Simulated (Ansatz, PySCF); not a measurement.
Donor–acceptor adduct: BF3 (SMILES FB(F)F) (first 4 atoms) with CH5N (SMILES CN); geometry from B3LYP-D3(BJ)/def2-TZVP.
(charge 0, multiplicity 1):
```xyz
11

F     -0.5551    -1.0157     0.5712
B     -0.0672     0.2150     0.9459
F     -0.7961     1.2763     0.4588
F      1.2921     0.3496     0.7814
C      0.3882    -0.7691     3.3673
N     -0.3101     0.2889     2.5984
H      1.4535    -0.6846     3.1711
H      0.0391    -1.7345     3.0109
H      0.1945    -0.6710     4.4343
H     -0.0089     1.2118     2.9028
H     -1.3144     0.2419     2.7541
```

Counterpoise-corrected where a basis set is named; no monomer relaxation. Rows marked so take none.

Rows in 6-31G* carry no dispersion term and start afresh at each structure (6-31G* with six Cartesian d functions).

Run with Ansatz (a program for electronic structure); PySCF for 6-31G* rows, M06-2X, the dispersion terms. Values without a source in brackets are computed.

```csv
level,interaction energy (kcal/mol)
HF/6-31G*,-50.11
HF/6-31G* (no counterpoise),-55.38
PBE/def2-TZVPPD,-46.75
BLYP-D3(BJ)/def2-TZVPPD,-44.75
revPBE/def2-TZVPPD,-40.79
PBE0-D3(BJ)/def2-TZVPPD,-54.11
PBE0-D4/def2-TZVPPD,-54.06
M06-2X/6-31G* (no counterpoise),…
M06-2X/def2-TZVPPD,-55.48
```

What belongs in the gaps?


- M06-2X/6-31G* (no counterpoise), interaction energy (kcal/mol): -58.45
